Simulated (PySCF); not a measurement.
PySCF 2.14 output of an unrestricted PBE calculation on a single atom or ion in x2c-QZVPPall with one added diffuse shell each of s, p, d, f type (10s7p5d3f1g, 86 functions), with the spin-free X2C one-electron Hamiltonian (Gaussian nucleus):

```
SCF conv_tol = 1e-09
number electrons alpha = 7  beta = 6
    J. P. Perdew, K. Burke, and M. Ernzerhof.,  Phys. Rev. Lett. 77, 3865 (1996)
    J. P. Perdew, K. Burke, and M. Ernzerhof.,  Phys. Rev. Lett. 78, 1396 (1997)
    J. P. Perdew, K. Burke, and M. Ernzerhof.,  Phys. Rev. Lett. 77, 3865 (1996)
    J. P. Perdew, K. Burke, and M. Ernzerhof.,  Phys. Rev. Lett. 78, 1396 (1997)
cycle= 1 E= -242.529737984576  delta_E= -0.00883  |g|= 0.0237  |ddm|= 0.262
cycle= 2 E= -242.529841648686  delta_E= -0.000104  |g|= 0.0136  |ddm|= 0.0373
cycle= 3 E= -242.529863005265  delta_E= -2.14e-05  |g|= 0.000703  |ddm|= 0.00871
cycle= 4 E= -242.529863867458  delta_E= -8.62e-07  |g|= 0.000231  |ddm|= 0.00601
cycle= 5 E= -242.529863940426  delta_E= -7.3e-08  |g|= 4.57e-05  |ddm|= 0.00113
cycle= 6 E= -242.529863944354  delta_E= -3.93e-09  |g|= 2.29e-06  |ddm|= 0.000472
cycle= 7 E= -242.529863944362  delta_E= -8.1e-12  |g|= 2.02e-07  |ddm|= 2.17e-05
converged SCF energy = -242.529863944362  <S^2> = 0.75033372  2S+1 = 2.0003337
```

The run itself started from symmetry-adapted Hartree-Fock orbitals and held the occupation by maximum overlap, on a logarithmic radial grid, so the iterations belong to that start.

**Question.** Which element, charge and spin multiplicity is this?

**Answer.** Al (aluminium, neutral), multiplicity 2; the state was [Ne] 3s2 3d1, 2D determinant (an excited configuration).

The outer electron is Rydberg-like, and this basis confines it to a smaller radius and binds it less than a complete one would.
